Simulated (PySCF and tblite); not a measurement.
Results of a calculation; reference values are marked as such.
System: C₆H₅N₃, numbered as in [cH:1]1[cH:2][cH:3][c:4]2[nH:5][n:6][n:7][c:8]2[cH:9]1.

Level: PBE0/pcSseg-1 + D3(BJ), IEF-PCM cyclohexane on PBE0-D3(BJ)/def2-SVP stationary points, with GFN2-xTB thermal terms. Rates follow Eyring's equation with the number of equivalent paths and no tunnelling. Programs: tblite and PySCF.

Tunnelling of the moving H, left out here, will speed the real process. In real samples such hydrogens mostly exchange between molecules or through solvent, far faster than by this path.

What barrier does the shift of H on N5 from N5 to N6 meet, and how fast is it at 298 K?

The electronic barrier is 53.9 kcal/mol and ΔG‡(298 K) 49.8 kcal/mol, over a C1 saddle with an imaginary mode of 1616i cm⁻¹ (GFN2-xTB). With 2 equivalent paths, k is 3.8×10⁻²⁴ s⁻¹. The end lies 0.7 kcal/mol above the start in free energy.
